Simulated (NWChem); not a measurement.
System meant: CrNH3SO2; SMILES [NH]=[Cr]([OH])([OH])=[S]

Here is an NWChem input.

```
start job
memory heap 200 mb stack 900 mb global 1100 mb
geometry units angstroms noautoz
  Cr     0.079340     0.128191     0.000000
  N     -1.319903     0.869954     0.000000
  H     -2.330929     0.707192     0.000000
  S     -0.234990    -1.821892     0.000000
  O      0.959541     0.584358     1.424887
  H      0.606247     1.347583     1.899503
  O      0.959541     0.584358    -1.424887
  H      0.606247     1.347583    -1.899503
end
basis spherical
  * library def2-svp
end
dft
  xc xpbe96 cpbe96
  iterations 4
  mulliken
end
task dft energy
```

End of the output:

```
    Atom       Charge   Shell Charges
 -----------   ------   -------------------------------------------------------
    1 Cr  24    26.01   2.00  2.00  1.90  0.28  0.09  5.99  5.85  1.19  4.77  1.91  0.02
    2 N    7     5.83   1.97  0.76  0.50  1.40  1.16  0.04
    3 H    1     0.89   0.58  0.22  0.09
    4 S   16    15.04   2.00  1.96  0.99  0.71  5.78  1.55  2.00  0.06
    5 O    8     8.21   1.97  0.90  0.60  2.79  1.93  0.02
    6 H    1     0.90   0.55  0.16  0.19
    7 O    8     8.21   1.97  0.90  0.60  2.79  1.93  0.02
    8 H    1     0.90   0.55  0.16  0.19

 center of mass
 --------------
 x =   0.02781047 y =   0.03320984 z =  -0.00000000

 moments of inertia (a.u.)
 ------------------
         737.927756575809           0.000000000000           0.000000000000
           0.000000000000         463.993020255441          -0.000000000000
           0.000000000000          -0.000000000000         686.103987684985

     Multipole analysis of the density
     ---------------------------------

     L   x y z        total         alpha         beta         nuclear
     -   - - -        -----         -----         ----         -------
     0   0 0 0     -0.000000    -33.000000    -33.000000     66.000000

     1   1 0 0     -5.218351     -2.609175     -2.609175     -0.000000
     1   0 1 0      1.438910      0.719455      0.719455      0.000000
     1   0 0 1      0.000000      0.000000      0.000000      0.000000

     2   2 0 0    -20.822123    -67.579238    -67.579238    114.336353
     2   1 1 0      6.863135      3.444040      3.444040     -0.024945
     2   1 0 1      0.000000      0.000000      0.000000     -0.000000
     2   0 2 0    -19.865733   -134.146384   -134.146384    248.427035
     2   0 1 1     -0.000000     -0.000000     -0.000000      0.000000
     2   0 0 2    -31.621178    -86.698127    -86.698127    141.775077

 ------------------------------------------------------------------------
 dft energy failed                                                                                  0
 ------------------------------------------------------------------------
 ------------------------------------------------------------------------
  current input line :
    21: task dft energy
 ------------------------------------------------------------------------
 ------------------------------------------------------------------------
 This type of error is most commonly associated with calculations not reaching convergence criteria
 ------------------------------------------------------------------------
 For more information see the NWChem manual at https://nwchemgit.github.io

0:dft energy failed:Received an Error in Communication
```

Q: Can this run be used? If not, why, and what is the fix?

A: Convergence was not reached. Cause: the SCF was allowed too few iterations. This input runs:
```
start job
memory heap 200 mb stack 900 mb global 1100 mb
geometry units angstroms noautoz
  Cr     0.079340     0.128191     0.000000
  N     -1.319903     0.869954     0.000000
  H     -2.330929     0.707192     0.000000
  S     -0.234990    -1.821892     0.000000
  O      0.959541     0.584358     1.424887
  H      0.606247     1.347583     1.899503
  O      0.959541     0.584358    -1.424887
  H      0.606247     1.347583    -1.899503
end
basis spherical
  Cr library def2-svp
  N library def2-svp
  H library def2-svp
  S library def2-svp
  O library def2-svp
end
dft
  xc xpbe96 cpbe96
  iterations 150
  mulliken
end
task dft energy
```
It converges to -1648.72588 Ha (PBE/def2-SVP).
